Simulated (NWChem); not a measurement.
System: BeHOF; SMILES [Be]([F])[OH]

NWChem input:

```
start job
memory heap 200 mb stack 900 mb global 1100 mb
geometry units angstroms noautosym
  Be     0.012948    -0.012638     0.047082
  F      0.002387    -0.002328     1.445853
  O     -0.029028     0.028346    -1.344043
  H      0.300000    -0.292940    -2.298922
end
basis spherical
  * library def2-svp
end
dft
  xc xpbe96 cpbe96
  disp vdw 4
  grid fine
  iterations 150
end
driver
  maxiter 120
  tight
end
task dft optimize
task dft freq
```

NWChem printed, in part:

```
             Northwest Computational Chemistry Package (NWChem) 7.3.0
             --------------------------------------------------------

                             Geometry "geometry" -> ""
                             -------------------------

 Output coordinates in angstroms (scale by  1.889725989 to convert to a.u.)

  No.       Tag          Charge          X              Y              Z
 ---- ---------------- ---------- -------------- -------------- --------------
    1 Be                   4.0000     0.00653659    -0.00638000     0.04027568
    2 F                    9.0000    -0.00402441     0.00393000     1.43904668
    3 O                    8.0000    -0.03543941     0.03460400    -1.35084932
    4 H                    1.0000     0.29358859    -0.28668200    -2.30572832

 Effective nuclear repulsion energy (a.u.)      45.5831899909

                                Z-matrix (autoz)
                                --------

 Units are Angstrom for bonds and degrees for angles

      Type          Name      I     J     K     L     M      Value
      ----------- --------  ----- ----- ----- ----- ----- ----------
    1 Stretch                  1     2                       1.39885
    2 Stretch                  1     3                       1.39236
    3 Stretch                  3     4                       1.05985
    4 Bend                     1     3     4               151.86951
    5 Bend                     2     3     4               153.38269
    6 Torsion                  2     1     4     3         179.99881

  pbe96 is a nonlocal functional; adding pw91lda local functional.

                           NWChem Geometry Optimization
                           ----------------------------

 maximum gradient threshold         (gmax) =   0.000015
 rms gradient threshold             (grms) =   0.000010
 maximum cartesian step threshold   (xmax) =   0.000060
 rms cartesian step threshold       (xrms) =   0.000040
 fixed trust radius                (trust) =   0.300000
 source of zmatrix                         =   autoz

          -------------------
          Energy Minimization
          -------------------

 Using diagonal initial Hessian
 Scaling for Hessian diagonals: bonds = 1.00  angles = 0.25  torsions = 0.10

          --------
          Step   0

                                 NWChem DFT Module
                                 -----------------

 Summary of "ao basis" -> "ao basis" (spherical)
 ------------------------------------------------------------------------------
       Tag                 Description            Shells   Functions and Types
 ---------------- ------------------------------  ------  ---------------------
 Be                         def2-svp                 5        9   3s2p
 F                          def2-svp                 6       14   3s2p1d
 O                          def2-svp                 6       14   3s2p1d
 H                          def2-svp                 3        5   2s1p

            General Information
            -------------------
          SCF calculation type: DFT
          Wavefunction type:  closed shell.
          No. of atoms     :     4
          No. of electrons :    22
           Alpha electrons :    11
            Beta electrons :    11
          Charge           :     0
          Spin multiplicity:     1
          Use of symmetry is: off; symmetry adaption is: off
          Maximum number of iterations: 150
          AO basis - number of functions:    42
                     number of shells:    20
          Convergence on energy requested:  1.00D-06
          Convergence on density requested:  1.00D-05
          Convergence on gradient requested:  5.00D-04

              XC Information
              --------------
          PerdewBurkeErnzerhof Exchange Functional  1.000
            Perdew 1991 LDA Correlation Functional  1.000 local
           PerdewBurkeErnz. Correlation Functional  1.000 non-local

             Grid Information
             ----------------
          Grid used for XC integration:  fine
          Radial quadrature: Mura-Knowles
          Angular quadrature: Lebedev.
          Tag              B.-S. Rad. Rad. Pts. Rad. Cut. Ang. Pts.
          ---              ---------- --------- --------- ---------
          Be                  1.05       70           9.0       590
          F                   0.50       70          10.0       590
          O                   0.60       70           7.0       590
          H                   0.35       60          10.0       590
          Grid pruning is: on
          Number of quadrature shells:   270
          Spatial weights used:  Erf1

           DFT-D3BJ Model
          s6 scale factor  :        1.000000000000
          s8 scale factor  :        0.787500000000
          a1 parameter     :        0.428900000000
          a2 parameter     :        4.440700000000
              vdW contrib  :       -0.001131451453

      Superposition of Atomic Density Guess
      -------------------------------------

 Sum of atomic energies:        -189.03667111

      Non-variational initial energy
      ------------------------------

 Total energy =    -189.328584
 1-e energy   =    -351.189485
 2-e energy   =     116.277710
 HOMO         =      -0.515393
 LUMO         =      -0.061736

   convergence    iter        energy       DeltaE   RMS-Dens  Diis-err
 ---------------- ----- ----------------- --------- --------- ---------
 d= 0,ls=0.0,diis     1   -190.0658667175 -2.36D+02  3.56D-02  9.32D-01
 d= 0,ls=0.0,diis     2   -189.7875052846  2.78D-01  2.11D-02  4.18D+00
 d= 0,ls=0.0,diis     3   -190.1770908305 -3.90D-01  2.51D-03  1.02D-02
 d= 0,ls=0.0,diis     4   -190.1768238971  2.67D-04  1.41D-03  1.49D-02
 d= 0,ls=0.0,diis     5   -190.1782119892 -1.39D-03  2.72D-04  5.29D-04
  Resetting Diis
 d= 0,ls=0.0,diis     6   -190.1782579657 -4.60D-05  4.56D-05  5.28D-06
 d= 0,ls=0.0,diis     7   -190.1782585283 -5.63D-07  1.51D-05  2.19D-07
 d= 0,ls=0.0,diis     8   -190.1782584839  4.44D-08  9.16D-06  7.03D-07

         Total DFT energy =     -190.178258483911
      One electron energy =     -354.202935017398
           Coulomb energy =      140.574010669618
    Exchange-Corr. energy =      -22.131392675586
 Nuclear repulsion energy =       45.583189990908

    Dispersion correction =       -0.001131451453

 Numeric. integr. density =       22.000000086283

                       DFT Final Molecular Orbital Analysis
                       ------------------------------------

 Vector    9  Occ=2.000000D+00  E=-3.340866D-01
              MO Center= -4.3D-03,  4.2D-03,  1.2D+00, r^2= 1.0D+00
   Bfn.  Coefficient  Atom+Function         Bfn.  Coefficient  Atom+Function
  ----- ------------  ---------------      ----- ------------  ---------------
    14      0.436518  2 F  py                13      0.426390  2 F  px
    17     -0.298411  2 F  py                16     -0.291488  2 F  px
     5      0.130548  1 Be py                 4      0.127519  1 Be px
    28     -0.099563  3 O  py                27     -0.097251  3 O  px
     8     -0.051201  1 Be py                 7     -0.050013  1 Be px

 Vector   10  Occ=2.000000D+00  E=-2.791844D-01
              MO Center= -4.9D-02,  4.7D-02, -1.1D+00, r^2= 1.3D+00
   Bfn.  Coefficient  Atom+Function         Bfn.  Coefficient  Atom+Function
  ----- ------------  ---------------      ----- ------------  ---------------
    27      0.396529  3 O  px                28     -0.387194  3 O  py
    30      0.301066  3 O  px                31     -0.293978  3 O  py
    29      0.177457  3 O  pz                13      0.143805  2 F  px
    14     -0.140419  2 F  py                16     -0.116667  2 F  px
    26     -0.116250  3 O  s                 17      0.113921  2 F  py

 Vector   11  Occ=2.000000D+00  E=-2.737042D-01
              MO Center= -2.6D-02,  2.6D-02, -1.1D+00, r^2= 1.3D+00
   Bfn.  Coefficient  Atom+Function         Bfn.  Coefficient  Atom+Function
  ----- ------------  ---------------      ----- ------------  ---------------
    28      0.419588  3 O  py                27      0.409710  3 O  px
    31      0.321846  3 O  py                30      0.314270  3 O  px
    14      0.144872  2 F  py                13      0.141461  2 F  px
    17     -0.118979  2 F  py                16     -0.116178  2 F  px
     5     -0.083732  1 Be py                 4     -0.081760  1 Be px

[...]

      ----------------------
      Optimization converged
      ----------------------

  Step       Energy      Delta E   Gmax     Grms     Xrms     Xmax
  ---- ---------------- -------- -------- -------- -------- --------
@   12    -190.18671341  2.1D-08  0.00001  0.00000  0.00001  0.00001
                                     ok       ok       ok       ok

                                Z-matrix (autoz)
                                --------

 Units are Angstrom for bonds and degrees for angles

      Type          Name      I     J     K     L     M      Value     Gradient
      ----------- --------  ----- ----- ----- ----- ----- ---------- ----------
    1 Stretch                  1     2                       1.39861   -0.00000
    2 Stretch                  1     3                       1.41004    0.00000
    3 Stretch                  3     4                       0.96149    0.00001
    4 Bend                     1     3     4               143.06629    0.00000
    5 Bend                     2     3     4               144.45789   -0.00000
    6 Torsion                  2     1     4     3        -179.99820    0.00000

                         Geometry "geometry" -> "geometry"
                         ---------------------------------

 Output coordinates in angstroms (scale by  1.889725989 to convert to a.u.)

  No.       Tag          Charge          X              Y              Z
 ---- ---------------- ---------- -------------- -------------- --------------
    1 Be                   4.0000    -0.00040549     0.00039177     0.01070472
    2 F                    9.0000     0.01563158    -0.01525986     1.40913130
    3 O                    8.0000    -0.06572776     0.06418239    -1.39637260
    4 H                    1.0000     0.31116303    -0.30384230    -2.20071869

 Effective nuclear repulsion energy (a.u.)      45.8528359683

                Final and change from initial internal coordinates
                --------------------------------------------------

                                Z-matrix (autoz)
                                --------

 Units are Angstrom for bonds and degrees for angles

      Type          Name      I     J     K     L     M      Value       Change
      ----------- --------  ----- ----- ----- ----- ----- ---------- ----------
    1 Stretch                  1     2                       1.39861   -0.00024
    2 Stretch                  1     3                       1.41004    0.01768
    3 Stretch                  3     4                       0.96149   -0.09836
    4 Bend                     1     3     4               143.06629   -8.80322
    5 Bend                     2     3     4               144.45789   -8.92480
    6 Torsion                  2     1     4     3        -179.99820    0.00299

 ==============================================================================
                                internuclear distances
 ------------------------------------------------------------------------------
       center one      |      center two      | atomic units |  angstroms
 ------------------------------------------------------------------------------
    2 F                |   1 Be               |     2.64298  |     1.39861
    3 O                |   1 Be               |     2.66458  |     1.41004
    4 H                |   3 O                |     1.81695  |     0.96149
 ------------------------------------------------------------------------------
                         number of included internuclear distances:          3
 ==============================================================================

[second-derivative integrals and response iterations left out]

  Vibrational analysis via the FX method

  See chapter 2 in "Molecular Vibrations" by Wilson, Decius and Cross

  Vib: Default input used

 ---------------------------- Atom information ----------------------------
     atom    #        X              Y              Z            mass
 --------------------------------------------------------------------------
    Be       1 -7.6626116D-04  7.4033199D-04  2.0228992D-02  9.0121800D+00
    F        2  2.9539405D-02 -2.8836958D-02  2.6628720D+00  1.8998400D+01
    O        3 -1.2420745D-01  1.2128714D-01 -2.6387616D+00  1.5994910D+01
    H        4  5.8801286D-01 -5.7417869D-01 -4.1587553D+00  1.0078250D+00
 --------------------------------------------------------------------------

[unprojected Hessian and modes left out]

        Vibrational analysis via the FX method
  --- with translations and rotations projected out ---
  --- via the Eckart algorithm                      ---
 Projected Nuclear Hessian trans-rot subspace norm:5.3567D-33
                         (should be close to zero!)

[projected Hessian left out]

 Rotational Constants
 --------------------
 A=  58.830760 cm-1  ( 84.642449 K)
 B=   0.228690 cm-1  (  0.329026 K)
 C=   0.227804 cm-1  (  0.327752 K)

 Temperature                      =   298.15K
 frequency scaling parameter      =   1.0000

 Zero-Point correction to Energy  =   10.424 kcal/mol  (  0.016612 au)
 Thermal correction to Energy     =   13.002 kcal/mol  (  0.020720 au)
 Thermal correction to Enthalpy   =   13.594 kcal/mol  (  0.021664 au)

 Total Entropy                    =   60.414 cal/mol-K
   - Translational                =   37.322 cal/mol-K (mol. weight =  45.0133)
   - Rotational                   =   18.896 cal/mol-K (symmetry #  =        1)
   - Vibrational                  =    4.196 cal/mol-K

 Cv (constant volume heat capacity) =   11.624 cal/mol-K
   - Translational                  =    2.979 cal/mol-K
   - Rotational                     =    2.979 cal/mol-K
   - Vibrational                    =    5.666 cal/mol-K

[normal modes left out]

 ----------------------------------------------------------------------------
 Normal Eigenvalue ||           Projected Infra Red Intensities
  Mode   [cm**-1]  || [atomic units] [(debye/angs)**2] [(KM/mol)] [arbitrary]
 ------ ---------- || -------------- ----------------- ---------- -----------
    1       -0.000 ||    0.153774           3.548       149.906      18.137
    2       -0.000 ||    0.008134           0.188         7.930       0.959
    3       -0.000 ||    0.002717           0.063         2.649       0.320
    4       -0.000 ||    0.000699           0.016         0.682       0.082
    5        0.000 ||    0.000664           0.015         0.648       0.078
    6        0.000 ||    0.006596           0.152         6.430       0.778
    7      251.158 ||    0.154786           3.571       150.893      18.256
    8      360.712 ||    0.075276           1.737        73.383       8.879
    9      370.994 ||    0.148408           3.424       144.675      17.504
   10      728.576 ||    0.003736           0.086         3.642       0.441
   11     1632.926 ||    0.278319           6.421       271.319      32.827
   12     3950.969 ||    0.184307           4.252       179.671      21.738
 ----------------------------------------------------------------------------
```

Level: PBE-D3(BJ)/def2-SVP.
